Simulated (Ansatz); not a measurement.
The cluster Ru2H4⁺. Charge 1, multiplicity 2. Geometry PBE-D4/def2-TZVP.

```xyz
6

Ru    0.245   -0.705   -0.789
Ru   -0.234    0.710    0.788
H     0.181    1.874   -0.167
H     1.556   -1.070   -0.023
H    -0.192   -1.869    0.158
H    -1.556    1.060    0.034
```

In the def2 sets Ru takes a core potential, while STO-3G treats all electrons; there is no spin–orbit coupling. LC-ωPBE has ω = 0.4 bohr⁻¹. At HF/STO-3G, PBE-D4/def2-TZVP, BHLYP-D4/def2-TZVP, LC-ωPBE/def2-TZVP and others the charge 1 doublet is spin-contaminated (final ⟨S²⟩ up to 3.71, 0.75 for a pure state). The order of the spin states hangs on the level: the quartet lies 0.08 eV below the doublet at PBE0-D4/def2-TZVP, but 1.71 eV above it at HF/STO-3G. The structure comes from a short search, and lower isomers may exist.

(1) Estimate the α-spin orbital energies around the gap (eV) in Ansatz with HF/STO-3G, PBE-D4/def2-TZVP, BHLYP-D4/def2-TZVP, LC-ωPBE/def2-TZVP, ωB97X-V/def2-TZVP.

Answers

(1) 
| orbital | HF/STO-3G | PBE-D4/def2-TZVP | BHLYP-D4/def2-TZVP | LC-ωPBE/def2-TZVP | ωB97X-V/def2-TZVP |
| --- | --- | --- | --- | --- | --- |
| HOMO−13 | -68.76 | -54.50 | -62.30 | -60.62 | -60.81 |
| HOMO−12 | -63.00 | -54.47 | -61.17 | -60.09 | -60.42 |
| HOMO−11 | -62.40 | -54.38 | -60.92 | -60.00 | -60.33 |
| HOMO−10 | -62.29 | -54.23 | -60.50 | -59.72 | -60.02 |
| HOMO−9 | -20.23 | -15.33 | -17.99 | -19.39 | -19.05 |
| HOMO−8 | -19.72 | -14.70 | -17.82 | -19.14 | -18.72 |
| HOMO−7 | -19.35 | -14.61 | -17.29 | -18.78 | -18.40 |
| HOMO−6 | -19.08 | -14.31 | -16.81 | -18.28 | -17.81 |
| HOMO−5 | -18.74 | -14.02 | -16.30 | -17.73 | -17.38 |
| HOMO−4 | -17.91 | -13.69 | -16.18 | -17.64 | -17.29 |
| HOMO−3 | -17.83 | -13.60 | -16.05 | -17.37 | -16.97 |
| HOMO−2 | -16.38 | -11.99 | -14.98 | -16.21 | -15.94 |
| HOMO−1 | -13.67 | -11.22 | -14.14 | -15.45 | -15.17 |
| HOMO | -11.45 | -10.90 | -13.95 | -15.13 | -14.80 |
| LUMO | -3.08 | -10.49 | -7.69 | -6.63 | -7.00 |
| LUMO+1 | -1.40 | -9.18 | -7.38 | -6.13 | -6.31 |
| LUMO+2 | -1.21 | -8.37 | -6.49 | -5.20 | -5.35 |
| LUMO+3 | -0.22 | -7.69 | -6.16 | -4.79 | -4.96 |
| LUMO+4 | 0.33 | -6.49 | -4.43 | -3.12 | -3.28 |
| LUMO+5 | 0.42 | -6.01 | -4.42 | -3.10 | -3.23 |
| β HOMO | -12.59 | -11.01 | -13.96 | -15.27 | -14.95 |
| β LUMO | -3.78 | -10.24 | -7.56 | -6.43 | -6.79 |
